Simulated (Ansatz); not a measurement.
TiO₄H₄⁻, that is Ti(OH)4 with one electron more. Charge -1, multiplicity 2. Geometry PBE-D4/def2-SVP, that of the neutral singlet; atoms count from 1.

Cartesian coordinates in Å:
```
Ti 0.000 -0.001 -0.001
O 1.283 -0.334 -1.231
H 1.667 0.325 -1.835
O -1.596 -0.625 -0.580
H -1.719 -1.257 -1.309
O -0.159 1.781 0.268
H 0.187 2.266 1.037
O 0.470 -0.824 1.540
H -0.132 -1.331 2.111
```

The highest occupied level of the charge -1 doublet lies above zero (up to 1.78 eV). By energy differences it is unbound by 0.34 eV (vertical, to the charge 0 singlet, at PBE0-D4/def2-TZVPD) and held by the finite basis.

**Question.** Estimate the Mulliken populations from the PBE0/def2-TZVPD orbitals of Ansatz.

**Answer.** 
```
atom  charge (e)  spin (α − β)  d electrons
 Ti1        0.65          1.77         1.94
  O2       -0.57         -0.31            –
  H3        0.16          0.11            –
  O4       -0.57         -0.30            –
  H5        0.16          0.11            –
  O6       -0.57         -0.31            –
  H7        0.15          0.12            –
  O8       -0.57         -0.31            –
  H9        0.15          0.12            –
```
Mulliken values and Mayer orders depend strongly on the basis. With diffuse functions, as here, like atoms can get unlike values, and bond orders can come out too low or too high.

**Question.** Where does the spin sit?

**Answer.** Summed by element: Ti 1.77, O -1.23, H 0.46, of 1 unpaired in all. Largest on single atoms: Ti1 1.77, O6 -0.31, O8 -0.31.
